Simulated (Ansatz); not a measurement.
**Loss of CH3F: C4H6F4 → C3H3F3 + CH3F**

Species: C4H6F4 `FCC(F)(CF)CF`, singlet; C3H3F3 `F/C=C(/F)CF`, singlet; CH3F (fluoromethane) `CF`, singlet. 

Shapes, held fixed at every level: PBE0-D4/def2-TZVP. Flexible molecules stand in one conformer, not always the lowest. Programs: Ansatz 0.2.0. Electronic energies: no zero-point or thermal term.

```
               level                   kind  ΔE (kJ/mol)  less CCSD(T)/CBS estimate
   PBE-D4/def2-TZVPP                    GGA       +119.7                      -16.5
 B3LYP-D4/def2-TZVPP          global hybrid       +116.7                      -19.5
  PBE0-D4/def2-TZVPP          global hybrid       +136.3                       +0.1
      MP2/def2-TZVPP    perturbation theory       +142.1                       +5.9
  CCSD(T)/def2-TZVPP  coupled cluster or CI       +135.7                       -0.5
     CCSD/def2-TZVPP  coupled cluster or CI       +135.9                       -0.3
CCSD(T)/CBS estimate  coupled cluster or CI       +136.2                        0.0
```

The highest level, CCSD(T)/CBS estimate, gives ΔE = +136.2 kJ/mol; the levels span +116.7 to +142.1. The column of differences is taken from that level and isn't an error. No measured value is set beside it here. The CBS estimate extrapolates MP2 from def2-TZVPP and def2-QZVPP and adds CCSD(T) − MP2 in the triple-zeta set, cores frozen.
